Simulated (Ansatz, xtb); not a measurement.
# Two structures of BFH2MgO

Structure I: a singlet given by its coordinates. Structure II: `FB[O][MgH]`, a singlet. Both are isolated molecules in the gas phase, relaxed with PBE0-D4/def2-TZVP; the shapes shown needn't be the lowest conformers.

I (Å):

```yaml
atoms:
  - { symbol: B, position_ang: [-0.6352, 2.1703, 0.4558] }
  - { symbol: F, position_ang: [-5.1875, 0.5364, 0.0471] }
  - { symbol: Mg, position_ang: [-3.5502, 1.1236, 0.1941] }
  - { symbol: O, position_ang: [-1.8792, 1.7228, 0.3443] }
  - { symbol: H, position_ang: [-0.3402, 3.2669, 0.0348] }
  - { symbol: H, position_ang: [0.2158, 1.4861, 0.9794] }
```

Close contacts (Å): B1–O4 1.33, F2–Mg3 1.75, Mg3–O4 1.78, B1–H5 1.21, B1–H6 1.21.

II (Å):

| atom | x (Å) | y (Å) | z (Å) |
| --- | --- | --- | --- |
| B | 0.1513 | -1.6264 | 0.3482 |
| F | -0.9866 | -1.0630 | -0.0999 |
| Mg | 2.6335 | -0.7373 | -1.2778 |
| O | 1.3042 | -1.3571 | -0.2304 |
| H | 3.9274 | -0.2014 | -2.2139 |
| H | 0.0323 | -2.3694 | 1.2870 |

Question: Estimate which is lower in electronic energy at CCSD(T)/def2-TZVPP, and by roughly how much.

Answer: Too close to call at this level: CCSD(T)/def2-TZVPP gives E(II) − E(I) = +0.39 kJ/mol.

The same difference at several levels:

| level | geometry | E(II) − E(I) (kJ/mol) | departure from the last row (kJ/mol) | job, with rough time for the two |
| --- | --- | --- | --- | --- |
| PBE0-D4/def2-TZVP | PBE0-D4/def2-TZVP | −2.51 | −2.90 | optimisation, 89 s |
| HF/def2-TZVPP | PBE0-D4/def2-TZVP | −6.68 | −7.07 | part of the CCSD(T) run |
| MP2/def2-TZVPP | PBE0-D4/def2-TZVP | +9.37 | +8.99 | part of the CCSD(T) run |
| CCSD(T)/def2-TZVPP | PBE0-D4/def2-TZVP | +0.39 |  | single point, 1.8 min |

The largest departure from CCSD(T)/def2-TZVPP is that of MP2/def2-TZVPP, 8.99 kJ/mol. Levels run at GFN2-xTB geometries aren't shown.

With harmonic frequencies from PBE0-D4/def2-TZVP (ideal gas, rigid rotor, one conformer each, 298.15 K, 1 atm): on the last row, ΔE + ΔZPE = −3.77 kJ/mol. A mode under 50 cm⁻¹ makes harmonic enthalpies and free energies unreliable, so none is given.

The correlated steps freeze 4 core orbitals; the last core shell of Mg is correlated, in a basis made for valence electrons. Programs: Ansatz 0.2.0; the last row on 2 threads of Intel(R) Xeon(R) Processor @ 2.50GHz (Skylake/Cascade Lake) on a shared host.
